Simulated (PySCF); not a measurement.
Ga(Me)(SeH)2 (CH5GaSe2), SMILES [CH3][Ga]([SeH])[SeH]. Atoms are numbered in the order given.

```xyz
9

Ga     0.6226     0.0002     0.0000
C      2.5774    -0.0112     0.0000
H      2.9514    -0.5417     0.8899
H      2.9514    -0.5417    -0.8899
H      2.9867     1.0097     0.0000
Se    -0.6613    -1.9235     0.0000
H      0.5085    -2.8086     0.0000
Se    -0.5823     1.9721     0.0000
H     -1.8800     1.2902     0.0000
```

Geometry optimised at ωB97X-D3(BJ)/def2-SVP. One conformer was computed; it need not be the lowest.

The numbers are results of B3LYP/def2-TZVP in PySCF, not measurements.

Atomic charges (e):

```json
[
 {"atom": "Ga1", "IAO": "0.54", "Mulliken": "0.38"},
 {"atom": "C2", "IAO": "-0.72", "Mulliken": "-0.48"},
 {"atom": "H3", "IAO": "0.16", "Mulliken": "0.14"},
 {"atom": "H4", "IAO": "0.16", "Mulliken": "0.14"},
 {"atom": "H5", "IAO": "0.16", "Mulliken": "0.14"},
 {"atom": "Se6", "IAO": "-0.21", "Mulliken": "-0.25"},
 {"atom": "H7", "IAO": "0.06", "Mulliken": "0.10"},
 {"atom": "Se8", "IAO": "-0.20", "Mulliken": "-0.26"},
 {"atom": "H9", "IAO": "0.06", "Mulliken": "0.10"}
]
```
